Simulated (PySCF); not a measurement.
C4H6ClF, SMILES FC1(Cl)CCC1. Atoms are numbered in the order given.

```xyz
12

F      1.6742    -0.5309     0.0000
C      0.4100    -0.0640     0.0000
Cl    -0.7055    -1.4687     0.0000
C      0.0416     0.9521    -1.0801
C     -0.7502     1.7186     0.0000
C      0.0416     0.9521     1.0801
H      0.9530     1.4908    -1.3809
H     -0.4801     0.5790    -1.9710
H     -0.6649     2.8134     0.0000
H     -1.8133     1.4408     0.0000
H     -0.4801     0.5790     1.9710
H      0.9530     1.4908     1.3809
```
Charge 0, spin multiplicity 1.

Coordinates come from a PBE0-D3(BJ)/def2-SVP optimisation.

Vertical ionisation energy (IE) and electron affinity (EA) in eV. Rows of orbital energies are one-electron estimates. Where ΔSCF, EOM or ADC give a negative EA the extra electron is unbound and the value depends on the basis.

```csv
level,IE,EA
"−ε(HOMO), −ε(LUMO), ωB97X/def2-TZVP (PySCF)",10.88,-2.74
"−ε(HOMO), −ε(LUMO), PBE/def2-TZVP (PySCF)",6.99,0.60
```
